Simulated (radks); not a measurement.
Computed order of ionisation of iodine. At each step one electron was removed from each of the four highest sub-shells of the ion before, moves of one valence electron (up to charge 6) and the configuration listed by NIST were tried, and the lowest configuration was kept. All-electron calculation, scalar-relativistic Kohn-Sham, PBE, spin-polarised, spherical densities, finite nucleus; Fermi nuclear charge, rms radius of each element as measured or else 0.836 A^(1/3) + 0.57 fm. Program: a radial shooting solver on a logarithmic mesh with Libxc functionals. Open shells are filled with parallel spins first.

I: lowest configuration found [Kr] 4d10 5s2 5p5; NIST configuration same; margin to the next tried (eV) 10.368; IE (eV) 10.553; NIST IE (eV) 10.451; kind exp.
I+: lowest configuration found [Kr] 4d10 5s2 5p4; NIST configuration same; margin to the next tried (eV) 10.963; IE (eV) 18.639; NIST IE (eV) 19.131; kind exp.
I2+: lowest configuration found [Kr] 4d10 5s2 5p3; NIST configuration same; margin to the next tried (eV) 11.628; IE (eV) 30.270; NIST IE (eV) 29.57; kind exp.
I3+: lowest configuration found [Kr] 4d10 5s2 5p2; NIST configuration same; margin to the next tried (eV) 9.388; IE (eV) 40.139; NIST IE (eV) 40.36; kind exp.
I4+: lowest configuration found [Kr] 4d10 5s2 5p1; NIST configuration same; margin to the next tried (eV) 10.713; IE (eV) 50.323; NIST IE (eV) 51.52; kind exp.
I5+: lowest configuration found [Kr] 4d10 5s2; NIST configuration same; margin to the next tried (eV) 12.321; IE (eV) 74.974; NIST IE (eV) 74.4; kind semi-emp.
I6+: lowest configuration found [Kr] 4d10 5s1; NIST configuration same; margin to the next tried (eV) 14.292; IE (eV) 88.572; NIST IE (eV) 87.6; kind semi-emp.
I7+: lowest configuration found [Kr] 4d10; NIST configuration same; margin to the next tried (eV) 46.054; IE (eV) 151.14; NIST IE (eV) 150.8; kind exp.
I8+: lowest configuration found [Kr] 4d9; NIST configuration same; margin to the next tried (eV) 79.172; IE (eV) 174.37; NIST IE (eV) 171; kind theory
I9+: lowest configuration found [Kr] 4d8; NIST configuration same; margin to the next tried (eV) 80.113; IE (eV) 198.32; NIST IE (eV) 197; kind theory
I10+: lowest configuration found [Kr] 4d7; NIST configuration same; margin to the next tried (eV) 81.028; IE (eV) 222.92; NIST IE (eV) 221; kind theory
I11+: lowest configuration found [Kr] 4d6; NIST configuration same; margin to the next tried (eV) 81.911; IE (eV) 248.10; NIST IE (eV) 247; kind theory
I12+: lowest configuration found [Kr] 4d5; NIST configuration same; margin to the next tried (eV) 82.758; IE (eV) 281.34; NIST IE (eV) 279; kind theory
I13+: lowest configuration found [Kr] 4d4; NIST configuration same; margin to the next tried (eV) 75.982; IE (eV) 308.59; NIST IE (eV) 307; kind theory

Reference values: NIST Atomic Spectra Database (exp. = measured, semi-emp. = semi-empirical, theory = theoretical value adopted there). Open shells are spherical and high-spin; term and fine-structure splittings are not resolved. Spin-orbit splitting is averaged out at the scalar-relativistic level.
